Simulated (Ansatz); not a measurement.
Computed with Ansatz on PBE0-D4/def2-TZVP structures; ΔE is electronic, products minus reactants. CCSD(T)/CBS is the MP2 limit (def2-TZVPP, def2-QZVPP) plus CCSD(T) − MP2 in def2-TZVPP, frozen cores. DFT in def2-TZVPP. One conformer a species, not always the lowest.

`CS[SiH](C)S` + `FCS` → `CSCF` + `C[SiH](S)S`  (substitution at a C–S bond)

`CS[SiH](C)S`:

```xyz
13

C    -0.083   -0.832    1.906
S     0.439    0.866    1.533
Si    0.456    0.813   -0.592
C    -1.200    0.415   -1.347
S     1.781   -0.695   -1.348
H     0.072   -0.983    2.973
H     0.522   -1.550    1.352
H    -1.139   -0.978    1.678
H     0.922    2.172   -0.963
H    -1.943    1.147   -1.023
H    -1.540   -0.579   -1.047
H    -1.138    0.439   -2.438
H     2.853   -0.235   -0.683
```

`FCS`:

Z-matrix (Å, degrees):
```
C
S 1 1.789
F 1 1.375 2 113.1
H 1 1.090 2 110.8 3 121.5
H 1 1.092 2 106.3 3 -118.9
H 2 1.342 1 96.6 3 -76.4
```

`CSCF`:

Cartesian coordinates in Å:
```
C 1.298 -0.226 0.391
S -0.362 -0.370 1.070
C -1.313 0.153 -0.337
F -1.213 1.507 -0.588
H 1.432 -0.891 -0.463
H 1.511 0.804 0.105
H 1.990 -0.523 1.180
H -2.357 -0.083 -0.119
H -0.987 -0.372 -1.239
```

`C[SiH](S)S`:

```xyz
10

C    -0.186   -1.364    0.507
Si   -0.143    0.189   -0.516
S     1.923    0.723   -0.657
S    -1.336    1.771    0.288
H     0.400   -2.154    0.030
H     0.224   -1.184    1.503
H    -1.216   -1.710    0.616
H    -0.744   -0.019   -1.857
H     1.693    1.863   -1.330
H    -0.615    1.883    1.417
```

| level | ΔE (kcal/mol) |
| --- | --- |
| PBE0-D4 | -2.2 |
| BHLYP | -3.0 |

Task: What does CCSD(T)/CBS give? (Estimate.)

Result: The calculation gave: -2.3 kcal/mol. The listed levels differ from it by 0.1, -0.7 kcal/mol.

Largest T1 diagnostic among the species: 0.011.

The D4 term adds +1.0 kcal/mol with B3LYP and +0.6 kcal/mol with PBE0; it sums over pairs of atoms, weighted by their polarisabilities, and B3LYP, whose exchange is more repulsive, gets the larger term. Leaving LDA and LC-ωPBE aside and taking each functional with its dispersion term where it has one, the values, not all of them listed here, spread over 0.9 kcal/mol, from B2PLYP to revPBE-D4. In def2-TZVPP, CCSD(T) changes the Hartree–Fock value by +0.8 kcal/mol (the triples alone add +0.2 kcal/mol) and MP2 by +0.9 kcal/mol.

B3LYP here is the variant with VWN-RPA as its local correlation; programs differ in this.
